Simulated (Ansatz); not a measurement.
SiNH5Cl2, singlet: at the start structure of a reaction step.

in.yaml

```yaml
crystal:
  periodic: [false, false, false]
  atoms:
    - {symbol: Si, position_ang: [-0.718489, 0.209565, -0.441661]}
    - {symbol: Cl, position_ang: [-0.692962, -1.879949, -1.200631]}
    - {symbol: H, position_ang: [-0.491183, 0.764070, -1.783677]}
    - {symbol: H, position_ang: [-1.984693, -0.004010, 0.273479]}
    - {symbol: Cl, position_ang: [-0.416949, 2.193445, 0.520633]}
    - {symbol: H, position_ang: [1.126904, -1.237460, 0.319479]}
    - {symbol: N, position_ang: [0.866487, -0.273566, 0.522257]}
    - {symbol: H, position_ang: [0.697632, -0.143436, 1.517586]}
    - {symbol: H, position_ang: [1.613253, 0.371541, 0.272636]}
basis:
  gaussian: {orbitals: def2-TZVPP}
hamiltonian: {xc: {name: BLYP}, dispersion: d4}
```

Run by:

```bash
ansatz run in.yaml --threads 4 --pin off --events-out ev --progress --plain --max-ram 9574MiB
```

Output of Ansatz 0.2.0:

```
Functional definition: BLYP
  name "BLYP"
  cite "Becke, Phys. Rev. A 38, 3098 (1988) doi:10.1103/PhysRevA.38.3098"
  cite "Lee, Yang & Parr, Phys. Rev. B 37, 785 (1988) doi:10.1103/PhysRevB.37.785"
  parameter beta = 0.0042
  parameter a = 0.04918
  parameter b = 0.132
  parameter c = 0.2533
  parameter d = 0.349
  exchange = b88_x(beta = beta)
  correlation = lyp_c(a = a, b = b, c = c, d = d)
1326 factors; their error is unknown
mean field evaluation 1: about -34489.9381 eV, gradient 6.5e1 eV
mean field evaluation 2: about -34476.8383 eV, gradient 9.8e1 eV
mean field evaluation 4: about -34497.6328 eV, gradient 6.4e0 eV
mean field evaluation 8: about -34497.6796 eV, gradient 2.5e-1 eV
mean field evaluation 16: about -34497.6797 eV, gradient 2.5e-5 eV
mean field -34497.67969784 eV, -1267.7663455286 hartree, gradient 2.5e-5 eV, S^2 0.000000; 0 other end points of the search recorded, 0 dependent functions left out
reference -34497.68004343 eV, -1267.7663582285 hartree; 30, 30 occupied and 197, 197 virtual orbitals, 1326 factors
Total energy: -34498.17881603 eV, -1267.7846877835 hartree
```

The lines “mean field evaluation” count trial sets of orbitals through the whole run, from several starts and some on an approximate energy, so they need not fall steadily or lie above the final value.

The run took about 1.9 s on 4 CPU threads of an Arm Neoverse V2 (shared host).
